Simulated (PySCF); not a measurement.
**Computed structure and properties of [Yb(SH)2]+**

System: [Yb(SH)2]+ (singlet in the valence; each metal's 4f electrons, 13 of them, lie in its core potential, out of spins and levels); start: template (C2). Method: PySCF 2.14.0, RKS PBE0, Yb lcecp-1-SVP with ECP59, S def2-SVP, H def2-SVP; non-relativistic Hamiltonian with scalar-relativistic core potentials where named; density fitting; no spin-orbit coupling.

Input of the relaxation:

```python
mol = gto.M(atom='''
Yb     0.00000     0.00000    -0.28999
S      2.42580    -0.00000     0.79561
H      3.23990    -0.33650    -0.21579
S     -2.42580     0.00000     0.79561
H     -3.23990     0.33650    -0.21579''',
    basis={'Yb': 'lcecp-1-SVP', 'S': 'def2-SVP', 'H': 'def2-SVP'},
    ecp={'Yb': 'lcecp-1-SVP'},
    charge=1, spin=0)
mf = dft.RKS(mol, xc='PBE0')
mf.grids.atom_grid = (50, 194)  # f atoms: unpruned, at least (60, 302)
mf = mf.density_fit()  # fitting sets: Yb AutoAux, S def2-universal-JKFIT, H def2-universal-JKFIT
mf.conv_tol = 1e-08; mf.max_cycle = 55
mf.kernel(dm0)  # dm0: converged density of the start geometry
# quasi-Newton relaxation in Cartesian coordinates to a largest gradient under 0.00045 Eh/bohr, steps kept in the point group
```

Run from Python with OMP_NUM_THREADS=2; the lines above give its settings. Where DIIS fails, smearing, a level shift and second-order steps follow.
It took 26 s on 2 threads of Arm Neoverse V1, on a shared host, from the converged density of the start.

Course of the relaxation:

```
step  energy above end (eV)  largest force component within the symmetry (eV/Å)
   0                 0.6808                                               1.866
   1                 0.3878                                               0.983
   2                 0.1864                                               0.723
   3                 0.1044                                               0.560
   4                 0.0177                                               0.353
   5                 0.0031                                               0.093
   6                 0.0011                                               0.045
   7                 0.0009                                               0.054
   8                 0.0006                                               0.031
   9                 0.0002                                               0.008
  10                 0.0000                                               0.008
  11                 0.0000                                               0.009
```

Relaxed geometry (C2, nearly planar):

```xyz
5

Yb    0.0000    0.0000   -0.7105
S     1.8618   -0.0696    0.8579
H     2.8420   -0.2430   -0.0678
S    -1.8618    0.0696    0.8579
H    -2.8420    0.2430   -0.0678
```

```json
{"contact": "Yb1–S2 (SH)", "Å": "2.435"}
{"contact": "Yb1–S4 (SH)", "Å": "2.435"}
```

On the finer grid (75, 302):

```json
{"HOMO": "-12.24 eV", "LUMO": "-7.77 eV", "Dipole about the centre of mass": "7.10 D", "Set of Mulliken populations of Yb1 outside the core potential": "s 2.43, p 6.24, d 1.25, f 0.02", "D3(BJ) dispersion energy (not in the energies)": "-0.116 eV"}
```

```
atom  Mulliken (e)  Löwdin (e)  spin (e)
 Yb1          1.07        0.50      0.00
  S2         -0.19        0.20      0.00
  H3          0.15        0.05      0.00
  S4         -0.19        0.20      0.00
  H5          0.15        0.05      0.00
```

The 4f levels lie in the core potential and are missing. Their spin isn't counted.

On the grid (50, 194), as all that follows. Harmonic modes: a minimum; lowest 76 cm⁻¹ (negative: unstable), highest 2660 cm⁻¹, zero-point energy 0.450 eV.

Taking off one SH (charge -1, singlet; the rest: singlet) in vacuum, both parts rigid, costs 14.82 eV; the small basis without counterpoise inflates it. Most of it is the attraction of opposite charges; other ways to part are cheaper, and one spin state was tried for the rest.

Rigid scan of SH along the line from its metal:

(distance to S2 (Å), energy (eV)): (2.14, 0.885), (2.24, 0.343), (2.34, 0.075), (2.44, 0.000), (2.54, 0.059), (2.64, 0.209), (2.84, 0.669), (3.14, 1.501), (3.54, 2.539), (4.04, 3.507)

One start shape was tried, so this needn't be the lowest isomer.

An lcecp potential fixes the number of 4f electrons, so in runs with it no electron can move into or out of that shell.
